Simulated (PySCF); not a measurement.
## YCl3(H2O): from a saddle point downhill

PySCF 2.14.0, RKS PBE0, Y def2-SVP with ECP28, Cl def2-SVP, O def2-SVP, H def2-SVP; non-relativistic Hamiltonian with scalar-relativistic core potentials where named; density fitting; no spin-orbit coupling. Relaxed within the symmetry of its start, the geometry (Cs) is

```xyz
7

Y    -0.0017   -0.0421    0.0421
Cl    1.0617    1.9180    1.0942
Cl   -1.4682   -1.4351    1.4351
Cl    1.0617   -1.0942   -1.9180
O    -1.2640    1.3492   -1.3492
H    -1.2622    2.3055   -1.2039
H    -1.2622    1.2039   -2.3055
```

and its lowest harmonic modes are -47, 56, 91, 100, 102, 184 cm⁻¹ (negative: unstable). It was moved along the lowest mode and relaxed again.

Q: Where does it end, and how much lower?

A: In C1, 0.002 eV lower, after 3 steps:
```xyz
7

Y    -0.0032   -0.0316    0.0522
Cl    1.0835    1.9003    1.1255
Cl   -1.4689   -1.4266    1.4439
Cl    1.0374   -1.0581   -1.9380
O    -1.2631    1.2619   -1.4363
H    -1.4544    2.2047   -1.3430
H    -1.0663    1.0946   -2.3697
```

Q: How do the contacts change?

A: 
```tsv
contact	saddle (Å)	end (Å)
Y1–Cl2 (Cl)	2.466	2.463
Y1–Cl3 (Cl)	2.456	2.456
Y1–Cl4 (Cl)	2.466	2.469
Y1–O5 (H2O)	2.338	2.340
```


Q: Is the end a minimum?

A: Yes, as far as the noise of the softest modes lets one tell (those above −25 cm⁻¹ count as noise); lowest modes 29, 58, 91, 100, 101, 192 cm⁻¹.

State: singlet.
